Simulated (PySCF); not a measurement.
**Excitation energy of O⁺ by level of theory**

O⁺ [He] 2s2 2p3 (4S) → O⁺ [He] 2s1 2p3 3d1 (6D), as a difference of total energies. Calculation: PySCF 2.14, in dyall-av3z (15s9p3d2f, 71 functions); scalar relativity by spin-free X2C-1e. Correlated levels: valence: 1s2 frozen; virtual orbitals above 40 to 60 times the deepest correlated orbital energy dropped. The calculations carry no spin-orbit coupling.

```json
{"method": "UHF", "excitation energy (eV)": "37.618"}
{"method": "PBE", "excitation energy (eV)": "39.031"}
{"method": "PBE0", "excitation energy (eV)": "39.131"}
{"method": "r2SCAN", "excitation energy (eV)": "38.721"}
{"method": "BHandHLYP", "excitation energy (eV)": "40.255"}
{"method": "B97-3", "excitation energy (eV)": "39.625"}
{"method": "LC-wPBE", "excitation energy (eV)": "39.673"}
{"method": "wB97X", "excitation energy (eV)": "39.194"}
{"method": "MP2 (valence)", "excitation energy (eV)": "39.447"}
```

Q: Estimate what SCS-MP2 (valence) gives.

A: 39.935 eV, closest to LC-wPBE among the rows shown.

Q: Estimate what LDA gives.

A: 39.273 eV, closest to wB97X among the rows shown.

The upper state lies above the first ionisation limit, but in LS coupling its spin forbids autoionisation to the ground ion. A Rydberg-like electron needs more diffuse functions than a valence basis has.

The promoted electron is Rydberg-like, and one or two diffuse shells describe it only roughly, which tends to raise the upper state.
